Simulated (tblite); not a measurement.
Compound: C₅H₉OS (doublet state).
Z-matrix (Å and degrees, GFN2-xTB geometry), rows numbered from 1:
```
C 
O   1  1.4048
C   2  1.4023  1  115.37
C   3  1.2954  2  124.84  1  -176.79
C   4  1.4484  3  147.84  2    -2.93
C   5  1.5467  4  113.79  3   -15.54
S   6  1.8157  5  112.52  4    74.63
H   1  1.0892  2  106.20  3   179.05
H   1  1.0955  2  111.34  3   -62.11
H   1  1.0955  2  111.46  3    60.15
H   3  1.0859  2  113.64  1     2.54
H   5  1.0948  4  109.92  3   106.94
H   5  1.0964  4  109.16  3  -135.02
H   6  1.0899  5  109.75  4  -168.33
H   6  1.0885  5  110.75  4   -46.92
H   7  1.3299  6   95.07  5   -67.63
```

Level: GFN2-xTB in tblite, geometry and Hessian alike; calculated harmonic values, unscaled, isolated species. Errors from tens to a few hundred cm⁻¹ against measured bands are possible. Modes of hydrogen on sulfur can be 10 to 20 % off. One conformer, not necessarily the lowest. Open shells enter through the occupations alone, without spin polarisation, and single modes of such species can be off by tens of per cent.

Harmonic wavenumbers (cm⁻¹): 25.6, 51.3, 98.4, 121.4, 171.3, 226.7, 308.4, 315.1, 368.3, 416.1, 594.2, 682.8, 746.8, 767.7, 875.7, 927.4, 928.4, 980.8, 1015.2, 1081.1, 1122.9, 1129.4, 1149.9, 1175.8, 1249.2, 1276.4, 1286.8, 1405.2, 1425.9, 1437.0, 1468.1, 1479.8, 1811.0, 2442.9, 2907.8, 2923.7, 2939.7, 2944.0, 2976.8, 2995.1, 3001.3, 3021.6.

A = 3078, B = 1406, C = 1030 MHz; mass 117.037 u (most abundant isotopes); point group C1, symmetry number 1; spin multiplicity 2.

What is the zero-point energy?

½Σν̃ = 27136 cm⁻¹ = 77.59 kcal/mol.

What is S at 500 K and 1 bar for an ideal gas of classical rigid rotors and harmonic oscillators?

Translation 42.78, rotation 30.21, vibration 45.69, spin (R ln 2) 1.38: S = 120.1 cal/(mol K).

And Cp and H(500 K) − H(0)?

Cp = 48.26 cal/(mol K), of which vibrations give 40.32 (their classical limit is 42 R = 83.5); H(500 K) − H(0) = 14.84 kcal/mol without the zero-point energy, 10.86 from vibrations.

Which modes carry the vibrational entropy at 500 K?

25.6 cm⁻¹: 7.17; 51.3 cm⁻¹: 5.79; 98.4 cm⁻¹: 4.50; 121.4 cm⁻¹: 4.09; 171.3 cm⁻¹: 3.41; 226.7 cm⁻¹: 2.87 cal/(mol K); the other 36 give 17.86 together.

How do the functions run with temperature in this model?

| T (K) | S (cal/(mol K)) | Cp (cal/(mol K)) | H − H(0) (kcal/mol) | G − H(0) (kcal/mol) | ln q(vib) |
| --- | --- | --- | --- | --- | --- |
| 50 | 61.0 | 13.9 | 0.54 | -2.51 | 1.01 |
| 100 | 72.1 | 18.6 | 1.36 | -5.85 | 2.46 |
| 298.15 | 99.1 | 33.6 | 6.51 | -23.03 | 7.51 |
| 373.15 | 107.2 | 39.5 | 9.25 | -30.77 | 9.24 |
| 750 | 142.2 | 60.8 | 28.59 | -78.06 | 17.33 |
| 1000 | 160.9 | 69.1 | 44.90 | -116.01 | 22.18 |

q(vib) and H(0) count from the zero-point level.

What must be added to the electronic energy to get the Gibbs energy at 500 K and 1 bar?

ZPE + [H(500 K) − H(0)] − T·S = 77.59 + 14.84 − 60.03 = 32.40 kcal/mol.

Blend soft modes into free rotors: weight 1/[1 + (100 cm⁻¹/ν̃)⁴] for the oscillator and the rest for a rotor with moment μB/(μ + B), μ = h/(8π²ν), B = 10⁻⁴⁴ kg m². What vibrational entropy results?

40.68 cal/(mol K) in place of 45.69, which changes −T·S at 500 K by +2.51 kcal/mol.

Hindered rotation and anharmonicity are outside this model. Other conformers, if any are populated, would add a mixing term that is left out. The structure is chiral; the term R ln 2 for an equal mix with its mirror image is left out.
